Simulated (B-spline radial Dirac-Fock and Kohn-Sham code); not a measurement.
Ce 6s: cross section and angular parameters

System: the Ce atom, 1s2 2s2 2p6 3s2 3p6 3d10 4s2 4p6 4d10 4f1 5s2 5p6 5d1 6s2; threshold 5.01 eV (orbital energy of the model). Model: Dirac-Hartree-Slater photoionisation with a Latter tail; cross sections with all multipoles, angular parameters from the dipole term and its interference with E2. Program: a radial atomic solver.

The run's input, task.json:

```json
{"items": [{
  "Z": 58,
  "q": 0,
  "cfg": [[1, 0, 2], [2, 0, 2], [2, 1, 6], [3, 0, 2], [3, 1, 6], [3, 2, 10], [4, 0, 2], [4, 1, 6], [4, 2, 10], [4, 3, 1], [5, 0, 2], [5, 1, 6], [5, 2, 1], [6, 0, 2]],
  "A": 140,
  "rrms": 4.8771,
  "do": "xps",
  "hv": [54.1, 86.3, 150, 161.0, 165.0, 200, 300, 343.0, 393.0, 752.0, 800, 802.0, 961.0, 1070.0, 1100.0, 1120.0, 1150.0, 2000, 2100.0, 2840.0, 2990.0, 4000, 4850.0, 5414.7, 6000, 6870.0, 8360.0, 8500.0, 9840.0, 11600.0],
  "edges": {"K": 40443.0, "L1": 6548.0, "L2": 6164.0, "L3": 5723.0, "M1": 1436.0, "M2": 1274.0, "M3": 1187.0, "M4": 902.4, "M5": 883.8, "N1": 291.0, "N2": 223.2, "N3": 206.5, "N4": 109.0, "N5": 109.0}
}]}
```

Run with: `python xray2_run.py task.json out`

For linearly polarised light dσ/dΩ = σ/(4π) [1 + β P₂(cos θ) + (δ + γ cos²θ) sin θ cos φ], with θ from the polarisation vector and φ the angle between the beam and the projection of the electron momentum on the plane normal to the polarisation.

| hν (eV) | σ (kb) | β | γ |
| --- | --- | --- | --- |
| 54.1 | 36.2 | 1.863 | 0.045 |
| 86.3 | 22.2 | 1.910 | 0.135 |
| 150 | 11.3 | 1.940 | 0.232 |
| 161 | ? | ? | ? |
| 165 | 9.98 | 1.944 | 0.246 |
| 200 | 7.64 | 1.950 | 0.272 |
| 300 | 4.24 | 1.960 | 0.309 |
| 343 | 3.46 | 1.962 | 0.315 |
| 393 | 2.81 | 1.965 | 0.317 |
| 752 | 1.02 | 1.973 | 0.273 |
| 800 | 0.919 | 1.974 | 0.263 |
| 802 | 0.915 | 1.974 | 0.262 |
| 961 | 0.678 | 1.976 | 0.228 |
| 1070 | 0.566 | 1.977 | 0.203 |
| 1100 | 0.540 | 1.977 | 0.197 |
| 1120 | 0.524 | 1.977 | 0.192 |
| 1150 | 0.501 | 1.977 | 0.186 |
| 2000 | 0.190 | 1.981 | 0.026 |
| 2100 | 0.174 | 1.981 | 0.012 |
| 2840 | 0.0999 | 1.983 | -0.067 |
| 2990 | 0.0908 | 1.983 | -0.078 |
| 4000 | 0.0525 | 1.984 | -0.116 |
| 4850 | 0.0362 | 1.985 | -0.110 |
| 5414.7 | 0.0292 | 1.985 | -0.093 |
| 6000 | 0.0238 | 1.985 | -0.067 |
| 6870 | 0.0182 | 1.985 | -0.017 |
| 8360 | 0.0122 | 1.985 | 0.090 |
| 8500 | 0.0118 | 1.985 | 0.101 |
| 9840 | 0.00873 | 1.985 | 0.215 |
| 11600 | 0.00618 | 1.985 | 0.378 |

Q: Give the values at 161 eV.

A: σ = 10.3 kb, β = 1.943, γ = 0.242. For an s subshell δ is negligible.

Values without a named source are computed, but for edge energies of neutral atoms, which are taken from tables.
